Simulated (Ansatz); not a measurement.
# Pulling the pair apart

The pair of K⁺ (SMILES [K+], atom 1) and C$_{2}$H$_{6}$ (SMILES CC, atoms 2–9), both closed shells, in one local arrangement (a lower one may exist), relaxed at PBE0-D4/def2-TZVP:

```
9
angstrom
K -0.2101 0.5871 -3.2148
C -0.7139 0.0643 0.3009
C 0.7696 -0.2087 0.4861
H -0.9063 1.0787 -0.0696
H -1.1895 -0.6628 -0.3688
H -1.2493 -0.0114 1.2482
H 0.9395 -1.2094 0.8857
H 1.2180 0.5038 1.1798
H 1.3419 -0.1415 -0.4476
```

C$_{2}$H$_{6}$ is shifted rigidly along the line between the mean atom positions of the two fragments (negative: closer). Counterpoise interaction energies in kJ/mol. Ansatz 0.2.0; basis: def2-TZVPPD; cores frozen in the correlated methods. The outer core shell of Li, Na, Mg and K is correlated. The def2 sets are not built for correlating such inner shells, so the correlated values are less sure here.

```tsv
shift (Å)	PBE-D4	wB97M-V	MP2
-0.36	-24.8	-23.6	-21.6
-0.18	-23.7	-21.2	-19.7
0.00	-28.0	-18.5	-17.3
0.18	-25.6	-15.9	-14.9
0.43	-21.1	-12.6	-11.9
0.90	-14.0	-8.3	-7.8
1.79	-6.2	-4.0	-3.8
3.59	-1.6	-1.3	-1.2
```

(1) What does CCSD(T) give at these shifts? (An estimate is asked for; the value comes from the calculation.)

T1 diagnostic: at most 0.007.

Results:

(1) The calculation gives: -21.2, -19.4, -17.1, -14.8, -11.8, -7.8, -3.7, -1.2 kJ/mol. For zero shift, CCSD(T) at an estimated basis limit (MP2 extrapolated from triple and quadruple zeta, plus CCSD(T) − MP2 in triple zeta) gives -18.1 kJ/mol. These are counterpoise interaction energies, counted from the two frozen fragments.

For scale, one of the runs: CCSD(T)/def2-TZVPPD, 212 basis functions, launched by `ansatz run in.yaml --threads 2 --pin off --events-out ev --progress --plain --max-ram 5222MiB`. Hardware: 2 CPU threads of an Intel Xeon 6975P-C, shared host. Wall time 27 s; peak host memory 3.3 GiB.
